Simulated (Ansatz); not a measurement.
Reaction (cleavage of the Si–Si bond): `[SiH3][SiH2][SiH]1[CH2][AlH]1` + HCl → `Cl[SiH]1[CH2][AlH]1` + disilane

Calculated with Ansatz (gas phase, PBE0-D4/def2-TZVP geometries, no zero-point term in ΔE). CCSD(T)/CBS is the MP2 limit (def2-TZVPP, def2-QZVPP) plus CCSD(T) − MP2 in def2-TZVPP, frozen cores. This one scheme is used for every species. Functionals use def2-TZVPP. One conformer a species, not always the lowest.

(1) Is it downhill or uphill in electronic energy at CCSD(T)/CBS, and by how much? (Estimate.)

(2) What do these levels give: r2SCAN-D4, PBE0-D4, B2PLYP, r2SCAN, PBE0, HF/def2-TZVPP, MP2/def2-TZVPP, SCS-MP2/def2-TZVPP, MP2/def2-QZVPP, HF/CBS(def2), MP2/CBS(def2), CCSD/CBS(def2)? (An estimate is asked.)

Largest T1 diagnostic among the species: 0.014.

Results:

(1) Computed: Downhill: ΔE = -17.4 kcal/mol.

(2) The calculation gave: r2SCAN-D4 -17.1, PBE0-D4 -15.4, B2PLYP -19.3, r2SCAN -17.6, PBE0 -16.5, HF/def2-TZVPP -23.5, MP2/def2-TZVPP -18.1, SCS-MP2/def2-TZVPP -19.1, MP2/def2-QZVPP -18.7, HF/CBS(def2) -23.8, MP2/CBS(def2) -18.9, CCSD/CBS(def2) -18.4 kcal/mol.

From PBE to PBE0 (25 % exact exchange), in def2-TZVPP and without D4, ΔE moves by −0.8 kcal/mol. The D4 term adds +1.8 kcal/mol with B3LYP and +1.1 kcal/mol with PBE0; it sums over pairs of atoms, weighted by their polarisabilities, and B3LYP, whose exchange is more repulsive, gets the larger term. In def2-TZVPP, CCSD(T) changes the Hartree–Fock value by +6.9 kcal/mol (the triples alone add +1.0 kcal/mol) and MP2 by +5.4 kcal/mol.

B3LYP here is the variant with VWN-RPA as its local correlation; programs differ in this.
